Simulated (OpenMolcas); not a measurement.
P IV: effect of the IPEA shift

```json
{
 "Program": "OpenMolcas 26.06",
 "Basis": "ANO-RCC-VQZP [6s5p3d2f1g]",
 "Scalar Hamiltonian": "DKH2, point nucleus",
 "Active space": "2 electrons in 4 orbitals (3s 3p)",
 "State averaging": "2S+1 = 3 even, 3 roots; 2S+1 = 1 even, 7 roots; 2S+1 = 3 odd, 3 roots; 2S+1 = 1 odd, 3 roots",
 "Spin-orbit coupling": "state interaction with AMFI integrals over the reference wave functions, term energies averaged over their components"
}
```

Methods on the same reference wave functions:
A. CASSCF
B. MS-CASPT2, IPEA 0 Eh, imaginary shift 0.1 Eh (closed shells correlated: 2s 2p)
C. MS-CASPT2, IPEA 0.25 Eh, imaginary shift 0.1 Eh (closed shells correlated: 2s 2p)

Energies in cm⁻¹ above 3s² ¹S₀, the measured ground level; measured values from Martin, Zalubas and Musgrove, J. Phys. Chem. Ref. Data 14, 751 (1985).

```tsv
Level	A	B	C	Measured
3s² ¹S₀	0.0	0.0	0.0	0.0
3s 3p ³P°₀	67078	67441	67538	67918
3s 3p ³P°₁	67276	67639	67735	68146
3s 3p ³P°₂	67677	68040	68136	68615
3s 3p ¹P°₁	117108	106760	107585	
3p² ³P₀	165377	165192	165446	164941
3p² ³P₁	165578	165397	165650	165185
3p² ³P₂	165962	165826	165924	165654
3p² ¹D₂	179103	163937	166686	158142
3p² ¹S₀	208302	195057	195857	194592
```

Deviations, from unrounded energies. A percentage is the sum of absolute deviations over the sum of measured energies, with the sign that they share, or ± where signs differ.

| Against measurement | Levels | A | B | C |
| --- | --- | --- | --- | --- |
| mean absolute deviation (cm-1) | 8 | 4800 | 1100 | 1500 |
| other configurations (%) | 8 | ±3.7 | ±0.8 | ±1.2 |

B lies closest to measurement on these levels and A furthest from it. The largest miss of B in the table is 3p² ¹D₂, by +5800 cm-1. The ranking rests on the paired levels alone, and a cruder setting can come out closer through cancelling errors.

Between B and C the level of the table that moves most is 3p² ¹D₂, by 2700 cm-1 (lowest in B, highest in C).

The lowest spin-free term lies below A's lowest term by 0.047 hartree in B, 0.047 hartree in C.

Over all roots computed the reference weight is 0.89 to 0.99 in B, 0.92 to 0.99 in C; the roots of lowest weight are the least certain, and an intruder state may touch them. The ¹D term of p² mixes with s d, which this space lacks. Some levels mix across a computed gap that differs much from the measured one, so their mixing is not that of the real levels (holds for C). Measured partners are found by configuration, term and J. A level has none where our copy of the source lacks it or the pairing is in doubt (some pairs that miss far off the trend of their configuration count as doubtful), and it then counts in no deviation. Only configurations of the active space appear.

° marks odd parity.
